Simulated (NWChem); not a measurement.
System: HfF4; SMILES [F][Hf]([F])([F])[F]

Computed with NWChem. Geometry: optimised at PBE0/def2-SVP. No frequency run checked for a minimum. def2 effective core potentials on Hf; no spin-orbit coupling.

Problem. Predict the results for B97-2/def2-SVP. Quantities: highest occupied level (eV); orbital gap (eV).

Solution. The highest occupied level (eV) is -11.72 and the orbital gap (eV) is 10.90.
